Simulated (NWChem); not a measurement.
Species: CH4BFS; SMILES CSBF

```xyz
8

B      0.4934    -0.9358    -0.1144
F     -0.0025    -2.1591    -0.0163
H      1.6150    -0.7794    -0.5382
S     -0.5307     0.4390     0.3901
C      0.5556     1.8610     0.0782
H      0.7194     2.4023     1.0194
H      0.0711     2.5329    -0.6426
H      1.5214     1.5289    -0.3246
```
Atoms are numbered in this order, from 1.

Results from NWChem. Pople sets run with spherical d functions. STO-3G and 3-21G are far too small for this property and stand as cheap habits. Structure relaxed at the PBE0/def2-SVP level. Field at 589 nm.

Problem. Order these by “anisotropy (bohr³)”, lowest first: B3LYP/STO-3G; B3LYP/def2-SVP; B3LYP/6-31G*; B3LYP/aug-cc-pVDZ; B3LYP/def2-SVPD.

Solution. B3LYP/def2-SVPD (19.7), B3LYP/aug-cc-pVDZ (20.4), B3LYP/STO-3G (21.5), B3LYP/def2-SVP (22.8), B3LYP/6-31G* (23.3)
